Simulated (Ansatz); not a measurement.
BF, charge +1, doublet (typed; the unrestricted solution is spin-contaminated), at a GFN2-xTB geometry (a state made from the parent by changing its charge; the spin is typed, not shown lowest); BLYP/6-311G** (Ansatz, a first-principles code).

Ansatz was given this input:
Ansatz 0.2 input:
```yaml
crystal:
  periodic: [false, false, false]
  atoms:
    - {symbol: B, position_ang: [-0.00000000, -0.00000000, -0.77001619]}
    - {symbol: F, position_ang: [0.00000000, 0.00000000, 0.42778677]}
basis:
  gaussian:
    orbitals: 6-311G__.json
    occupation: {up: {"A1": 5, "B1": 2}, down: {"A1": 4, "B1": 1, "B2": 1}}
hamiltonian:
  xc: blyp
total_charge: 1
magnetization: {spin_polarized: true, initial_magnetization: 1}
```
The basis file holds 6-311G** in the JSON format of the Basis Set Exchange.

The log (banner, timings and long lists left out):

```
Functional definition: BLYP
341 factors; their error is unknown
mean field evaluation 1: about -3366.5212 eV, gradient 4.0e1 eV
mean field evaluation 2: about -3370.2676 eV, gradient 2.0e0 eV
mean field evaluation 4: about -3370.2747 eV, gradient 5.5e-2 eV
mean field evaluation 8: about -3370.2748 eV, gradient 1.1e-6 eV
mean field -3370.27475512 eV, -123.8553127964 hartree, gradient 1.1e-6 eV, S^2 1.751168; 0 other end points of the search recorded, 0 dependent functions left out
reference -3370.27495283 eV, -123.8553200620 hartree; 7, 6 occupied and 29, 30 virtual orbitals, 341 factors
Total energy: -3370.27495283 eV, -123.8553200620 hartree
```
